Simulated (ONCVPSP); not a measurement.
# An all-electron radial function and its pseudo partner (thulium)

Columns: radius, all-electron u(r) and pseudo u(r) of the 5p shell (level -26.90 eV) of thulium in the configuration [Kr] 4d10 4f13 5s2 5p6 6s2; PBE, scalar-relativistic, ONCV scheme, ONCVPSP 4.0.1.

| r (bohr) | all-electron | pseudo |
| --- | --- | --- |
| 0.103 | 0.1186 | 0.0086 |
| 0.205 | 0.2176 | 0.0357 |
| 0.308 | -0.2590 | 0.0849 |
| 0.410 | -0.4717 | 0.1574 |
| 0.513 | -0.3477 | 0.2534 |
| 0.615 | -0.0614 | 0.3664 |
| 0.718 | 0.2520 | 0.4917 |
| 0.820 | 0.5170 | 0.6186 |
| 0.923 | 0.7161 | 0.7390 |
| 1.025 | 0.8458 | 0.8384 |
| 1.128 | 0.9184 | 0.9077 |
| 1.230 | 0.9447 | 0.9394 |
| 1.332 | 0.9374 | 0.9362 |
| 1.435 | 0.9059 | 0.9058 |
| 1.538 | 0.8586 | 0.8585 |
| 1.640 | 0.8022 | 0.8021 |
| 1.743 | 0.7403 | 0.7402 |
| 1.845 | 0.6776 | 0.6775 |
| 1.948 | 0.6150 | 0.6149 |
| 2.050 | 0.5554 | 0.5554 |
| 2.153 | 0.4987 | 0.4986 |
| 2.255 | 0.4464 | 0.4463 |
| 2.358 | 0.3978 | 0.3977 |
| 2.460 | 0.3539 | 0.3538 |
| 2.562 | 0.3141 | 0.3140 |
| 2.665 | 0.2778 | 0.2778 |

How many radial nodes do the two functions have?

The all-electron 5p function has n − l − 1 = 3 (the table is too coarse to show those close to the nucleus); the pseudo-wave has 0, since the states of the same l below it are removed with the core.

At about which radius was the pseudo-wave matched?

1.50 bohr, where the columns begin to agree (steps of 0.10 bohr).

Is the pseudo-wave norm-conserving?

Yes: the ONCV scheme keeps the norm inside the radius equal to the all-electron one, which fixes the energy derivative of the logarithmic derivative at the level.
